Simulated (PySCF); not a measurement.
C₂H₆OSi₂, SMILES C1=C[SiH2]O[SiH2]1.

Coordinates come from a PBE0-D3(BJ)/def2-SVP optimisation. This is a generated structure with no PubChem entry under its InChIKey; it may be hypothetical.

Method: CAM-B3LYP/def2-TZVP in PySCF.

Symmetry labels are those of the subgroup C2v that the program uses (full group C2v).

Computed valence orbital energies around the gap with their symmetry:
```
orbital  symmetry  energy (eV)
-------  --------  -----------
HOMO−7         B2       -13.00
HOMO−6         B1       -12.75
HOMO−5         A1       -12.42
HOMO−4         A2       -11.28
HOMO−3         A1       -10.88
HOMO−2         B2       -10.18
HOMO−1         B1       -10.01
HOMO           B2        -9.36
LUMO           A2         0.24
LUMO+1         A1         1.05
LUMO+2         B1         1.80
LUMO+3         A1         2.06
```
